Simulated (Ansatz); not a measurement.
Program: Ansatz. Geometries: PBE0-D4/def2-TZVP. ΔE: electronic, gas phase. CCSD(T)/CBS is the MP2 limit (def2-TZVPP, def2-QZVPP) plus CCSD(T) − MP2 in def2-TZVPP, frozen cores. DFT in def2-TZVPP. B3LYP here is the variant with VWN-RPA as its local correlation; programs differ in this. HSE06 is defined as in plane-wave codes. For Ge outer-core shells are correlated without core-valence functions, which leaves a few kJ/mol of doubt a bond. Scalar relativity is left out up to krypton. One conformer a species, not always the lowest.

Consider the redistribution: `[F][Ge][F]` + `[OH][Ge][Cl]` → `[OH][Ge][F]` + `[F][Ge][Cl]`.

| level | ΔE (kJ/mol) | difference from CCSD(T)/CBS |
| --- | --- | --- |
| LDA (SPW92) | 3.7 | -1.0 |
| PBE-D4 | 3.9 | -0.8 |
| revPBE-D4 | 4.4 | -0.3 |
| BLYP-D4 | 3.8 | -0.9 |
| r2SCAN-D4 | 3.9 | -0.8 |
| B97M-V | 3.7 | -1.0 |
| PBE0-D4 | 4.1 | -0.6 |
| B3LYP-D4 | 3.8 | -0.9 |
| r2SCANh-D4 | 3.9 | -0.8 |
| HSE06-D4 | 4.1 | -0.6 |
| BHLYP-D4 | 3.9 | -0.8 |
| CAM-B3LYP-D4 | 3.8 | -0.9 |
| ωB97X-V | 4.2 | -0.5 |
| ωB97M-V | 4.1 | -0.6 |
| B2PLYP | 4.1 | -0.6 |
| PBE-QIDH | 4.7 | 0.0 |
| PBE | 3.5 | -1.2 |
| revPBE | 3.4 | -1.3 |
| BLYP | 2.9 | -1.8 |
| r2SCAN | 3.8 | -0.9 |
| PBE0 | 3.8 | -0.9 |
| B3LYP | 3.1 | -1.6 |
| r2SCAN0 | 3.9 | -0.8 |
| HSE06 | 3.8 | -0.9 |
| BHLYP | 3.4 | -1.3 |
| CAM-B3LYP | 3.4 | -1.3 |
| LC-ωPBE | 4.1 | -0.6 |
| HF/def2-SVP | 3.0 | -1.7 |
| MP2/def2-SVP | 4.4 | -0.3 |
| CCSD/def2-SVP | 3.5 | -1.2 |
| CCSD(T)/def2-SVP | 3.6 | -1.1 |
| HF/def2-TZVPP | 3.9 | -0.8 |
| MP2/def2-TZVPP | 5.6 | 0.9 |
| SCS-MP2/def2-TZVPP | 5.1 | 0.4 |
| CCSD(T)/def2-TZVPP | 4.8 | 0.1 |
| HF/def2-QZVPP | 4.0 | -0.7 |
| MP2/def2-QZVPP | 5.5 | 0.8 |
| HF/CBS(def2) | 4.0 | -0.7 |
| MP2/CBS(def2) | 5.5 | 0.8 |
| CCSD/CBS(def2) | 4.4 | -0.3 |
| CCSD(T)/CBS | 4.7 | 0 |

Largest T1 diagnostic among the species: 0.015.

Leaving LDA and LC-ωPBE aside and taking each functional with its dispersion term where it has one, the values spread over 1.0 kJ/mol, from B97M-V to PBE-QIDH.
